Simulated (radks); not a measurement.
Question: The osmium ion Os+, 75 electrons, occupied as [Xe] 4f13 5d6.5 6s1.5 (fractional occupations, a model configuration). Method: Dirac Kohn-Sham, BLYP, spin-unpolarised, spherical densities, point nucleus; open shells are shared between the two j in proportion to 2j + 1; computed with a radial shooting solver on a logarithmic mesh with Libxc functionals. Some entries of the table are withheld. Estimate them.

| orbital | occ. | eigenvalue (eV) | <1/r> (bohr^-1) | <r^2> (bohr^2) |
|---|---|---|---|---|
| 1s1/2 | 2 | -73797.71 | 90.53 | 0.0004332 |
| 2s1/2 | 2 | -12860.88 | 22.11 | 0.006582 |
| 2p1/2 | 2 | -12312.70 | 22.06 | (1) |
| 2p3/2 | 4 | -10780.96 | 18.31 | (2) |
| 3s1/2 | 2 | -3010.450 | 8.114 | (3) |
| 3p1/2 | 2 | -2765.604 | 8.027 | 0.03926 |
| 3p3/2 | 4 | -2431.632 | 7.055 | 0.04578 |
| 3d3/2 | 4 | -2022.014 | 6.950 | 0.03533 |
| 3d5/2 | 6 | -1949.704 | 6.724 | 0.03712 |
| 4s1/2 | 2 | -651.5639 | 3.427 | 0.2097 |
| 4p1/2 | 2 | -548.8351 | 3.317 | 0.2152 |
| 4p3/2 | 4 | -469.8419 | 2.980 | 0.2490 |
| 4d3/2 | 4 | -301.3682 | 2.774 | 0.2667 |
| 4d5/2 | 6 | -286.6687 | 2.694 | 0.2790 |
| 5s1/2 | 2 | -104.9997 | 1.373 | 1.105 |
| 4f5/2 | 5.57143 | -73.1269 | (4) | (5) |
| 5p1/2 | 2 | -72.6559 | 1.248 | 1.315 |
| 4f7/2 | 7.42857 | -70.2167 | (6) | (7) |
| 5p3/2 | 4 | -59.6964 | 1.126 | 1.562 |
| 5d3/2 | 2.6 | -17.0873 | 0.8091 | 3.115 |
| 5d5/2 | 3.9 | -15.8283 | 0.7788 | 3.357 |
| 6s1/2 | 1.5 | -13.8718 | 0.4697 | 8.295 |

Answer: 
(1) 2p1/2 <r^2> (bohr^2): 0.004684
(2) 2p3/2 <r^2> (bohr^2): 0.005880
(3) 3s1/2 <r^2> (bohr^2): 0.04289
(4) 4f5/2 <1/r> (bohr^-1): 2.294
(5) 4f5/2 <r^2> (bohr^2): 0.3563
(6) 4f7/2 <1/r> (bohr^-1): 2.263
(7) 4f7/2 <r^2> (bohr^2): 0.3663
